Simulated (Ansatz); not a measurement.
C$_{2}$H$_{6}$Cd (SMILES [CH3][Cd][CH3]), singlet, at a GFN2-xTB geometry (such geometries of metal compounds can be far from the true shape) (all electrons, no relativity). Base run: CAM-B3LYP/3-21G (Ansatz, a quantum-chemistry and plane-wave program).

Ansatz was given this input:
Ansatz 0.2 input:
```yaml
crystal:
  periodic: [false, false, false]
  atoms:
    - {symbol: Cd, position_ang: [-0.00835718, 0.00677890, -0.00900274]}
    - {symbol: C, position_ang: [1.72910751, 0.26199186, -1.35527105]}
    - {symbol: H, position_ang: [2.43873465, -0.55641231, -1.22735542]}
    - {symbol: H, position_ang: [2.25222449, 1.19548024, -1.14545569]}
    - {symbol: H, position_ang: [1.42109834, 0.27822144, -2.40093621]}
    - {symbol: C, position_ang: [-1.68891978, -0.29459000, 1.39856313]}
    - {symbol: H, position_ang: [-2.21775363, -1.22344116, 1.18258930]}
    - {symbol: H, position_ang: [-2.40816231, 0.52243229, 1.33762517]}
    - {symbol: H, position_ang: [-1.32612310, -0.34607892, 2.42591211]}
basis:
  gaussian:
    orbitals: 3-21G.json
hamiltonian:
  xc: cam_b3lyp
```
The basis file holds 3-21G in the JSON format of the Basis Set Exchange.

Variants of this job, named by their change:

```
change                                    ΔE vs base (eV)
----------------------------------------  ---------------
base                                                 0.00
occupation = up:A:19 B:14 down:A:19 B:14            11.85
symmetry_tolerance_ang = 0.01                        0.00
occupation = up:A:17 B:16 down:A:17 B:16            14.75
occupation = up:A:18 B:15 down:A:18 B:15             0.00
```
